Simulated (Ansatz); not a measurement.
`CN(C)P` + `O[SiH2]O` → `O[SiH2]OP` + `CNC`  (ligand exchange at a P–N bond)

Computed with Ansatz on PBE0-D4/def2-TZVP structures; ΔE is electronic, products minus reactants. CBS: MP2 limit from def2 TZ/QZ plus the TZ coupled-cluster correction, frozen cores. Functionals use def2-TZVPP. Each species was taken in one conformer, which may not be the lowest.

`CN(C)P`:

Cartesian coordinates in Å:
```
C 0.029 -1.392 0.493
N 0.049 -0.211 -0.343
C 0.863 0.857 0.187
P -1.411 0.160 -1.133
H -0.375 -1.200 1.500
H 1.046 -1.778 0.610
H -0.580 -2.167 0.025
H 1.860 0.478 0.432
H 0.435 1.302 1.100
H 0.972 1.648 -0.556
H -1.984 1.168 -0.283
H -0.902 1.135 -2.033
```

`O[SiH2]O`:

Cartesian coordinates in Å:
```
O -1.037 0.813 -0.606
Si 0.386 0.147 -0.129
O 0.203 -1.131 0.884
H -1.615 0.283 -1.156
H 1.134 -0.415 -1.277
H 1.098 1.266 0.532
H -0.169 -0.964 1.752
```

`O[SiH2]OP`:

Z-matrix (Å, degrees):
```
Si
O 1 1.648
O 1 1.637 2 112.6
H 1 1.473 2 105.8 3 -116.5
H 1 1.486 2 108.4 3 121.7
P 2 1.646 1 125.8 3 -64.8
H 3 0.958 1 118.2 2 82.2
H 6 1.424 2 98.7 1 -134.0
H 6 1.424 2 98.7 1 132.4
```

`CNC`:

```xyz
10

C     1.045   -0.219    0.566
N     0.167    0.673   -0.155
C    -1.013    0.009   -0.658
H     1.890    0.338    0.974
H     1.446   -0.970   -0.121
H     0.554   -0.760    1.394
H    -0.101    1.446    0.440
H    -0.723   -0.730   -1.411
H    -1.670    0.734   -1.144
H    -1.595   -0.521    0.116
```

| level | ΔE (kJ/mol) |
| --- | --- |
| r2SCAN | -1.4 |
| MP2/def2-SVP | 6.9 |

(1) What does CCSD(T)/CBS give? (An estimate is asked.)

Largest T1 diagnostic among the species: 0.013.

Results:

(1) The calculation gave: +0.6 kJ/mol. The listed levels differ from it by -2.0, 6.3 kJ/mol.

In def2-TZVPP, CCSD(T) changes the Hartree–Fock value by +16.9 kJ/mol (the triples alone add +2.6 kJ/mol) and MP2 by +22.4 kJ/mol. Leaving LDA and LC-ωPBE aside and taking each functional with its dispersion term where it has one, the values, not all of them listed here, spread over 12.8 kJ/mol, from BHLYP-D4 to revPBE-D4. LDA lies +9.3 kJ/mol from PBE without D4. The D4 term adds +4.0 kJ/mol with B3LYP and +2.0 kJ/mol with PBE0; it sums over pairs of atoms, weighted by their polarisabilities, and B3LYP, whose exchange is more repulsive, gets the larger term.

B3LYP here is the variant with VWN-RPA as its local correlation; programs differ in this.
